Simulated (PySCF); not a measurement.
Compound: C10H8S.
SMILES with atom numbers: `[cH:1]1[cH:2][cH:3][c:4](-[c:5]2[cH:6][cH:7][cH:8][s:9]2)[cH:10][cH:11]1` (hydrogens: H12 on C1; H13 on C2; H14 on C3; H15 on C6; H16 on C7; H17 on C8; H18 on C10; H19 on C11)

The same species was optimised twice, with GFN2-xTB and with PBE0-D3(BJ)/def2-SVP (PySCF), and the same property calculations (PySCF, gas phase) were run on both structures.

```tsv
coordinate	GFN2-xTB	PBE0-D3(BJ)/def2-SVP	change
C4–C5 (Å)	1.449	1.465	+0.016
C7–C8 (Å)	1.358	1.370	+0.012
C2–C3 (Å)	1.380	1.391	+0.011
C6–C7 (Å)	1.409	1.419	+0.010
C5–C6 (Å)	1.370	1.379	+0.009
C1–C11 (Å)	1.385	1.395	+0.010
C10–C11 (Å)	1.381	1.390	+0.009
C1–C2 (Å)	1.385	1.394	+0.009
C5–S9 (Å)	1.743	1.736	-0.007
C3–C4 (Å)	1.397	1.404	+0.007
C4–C10 (Å)	1.398	1.405	+0.007
C8–S9 (Å)	1.716	1.714	-0.002
C5–S9–C8 (°)	91.6	92.5	+0.9
C3–C4–C5 (°)	120.6	121.4	+0.8
C5–C4–C10 (°)	121.2	120.7	-0.5
C4–C5–S9 (°)	120.7	121.2	+0.5
C7–C8–S9 (°)	112.1	111.6	-0.5
C3–C4–C10 (°)	118.3	117.9	-0.4
C4–C5–C6 (°)	129.2	128.8	-0.4
C4–C10–C11 (°)	120.6	121.0	+0.4
C3–C4–C5–C6 (°)	180	177	-3
```

Rotational constants: A = 2811, B = 617.0, C = 505.9 MHz (GFN2-xTB) against A = 2797, B = 606.5, C = 498.5 MHz (PBE0-D3(BJ)/def2-SVP).

On the GFN2-xTB structure: HOMO (eV) -6.21 [PBE0/pcSseg-1]; LUMO (eV) -1.31 [PBE0/pcSseg-1]; dipole (D) 0.55 [PBE0/pcSseg-1]; GIAO shielding of C1 (ppm) 54.3 [PBE0/pcSseg-1]; GIAO shielding of C2/C11 (mean) (ppm) 52.6 [PBE0/pcSseg-1]; GIAO shielding of C3/C10 (mean) (ppm) 57.9 [PBE0/pcSseg-1]; GIAO shielding of C4 (ppm) 48.5 [PBE0/pcSseg-1]; GIAO shielding of C5 (ppm) 32.1 [PBE0/pcSseg-1]; GIAO shielding of C6 (ppm) 61.2 [PBE0/pcSseg-1]; GIAO shielding of C7 (ppm) 54.4 [PBE0/pcSseg-1]; GIAO shielding of C8 (ppm) 54.6 [PBE0/pcSseg-1].

Task: What do these properties become on the PBE0-D3(BJ)/def2-SVP structure?

Result: 
| property | level | on GFN2-xTB | on PBE0-D3(BJ)/def2-SVP | change |
| --- | --- | --- | --- | --- |
| HOMO (eV) | PBE0/pcSseg-1 | -6.21 | -6.23 | -0.02 |
| LUMO (eV) | PBE0/pcSseg-1 | -1.31 | -1.33 | -0.02 |
| dipole (D) | PBE0/pcSseg-1 | 0.55 | 0.51 | -0.04 |
| energy, GFN2-xTB geometry as zero (kcal/mol) | PBE0/pcSseg-1 | 0.0 | -0.5 | -0.5 |
| GIAO shielding of C1 (ppm) | PBE0/pcSseg-1 | 54.3 | 51.8 | -2.5 |
| GIAO shielding of C2/C11 (mean) (ppm) | PBE0/pcSseg-1 | 52.6 | 50.2 | -2.4 |
| GIAO shielding of C3/C10 (mean) (ppm) | PBE0/pcSseg-1 | 57.9 | 55.7 | -2.2 |
| GIAO shielding of C4 (ppm) | PBE0/pcSseg-1 | 48.5 | 46.5 | -2.0 |
| GIAO shielding of C5 (ppm) | PBE0/pcSseg-1 | 32.1 | 32.7 | +0.6 |
| GIAO shielding of C6 (ppm) | PBE0/pcSseg-1 | 61.2 | 58.6 | -2.6 |
| GIAO shielding of C7 (ppm) | PBE0/pcSseg-1 | 54.4 | 51.8 | -2.6 |
| GIAO shielding of C8 (ppm) | PBE0/pcSseg-1 | 54.6 | 53.0 | -1.6 |

The heavy atoms differ by 0.030 Å rms after alignment. Among bonds between heavy atoms C4–C5 changes most (+0.016 Å). Changes are differences of the printed values. Neither structure is proved a minimum here.

Shape of the structure used: `[cH:1]1[cH:2][cH:3][c:4](-[c:5]2[cH:6][cH:7][cH:8][s:9]2)[cH:10][cH:11]1`: C3–C4–C5–C6 177°.
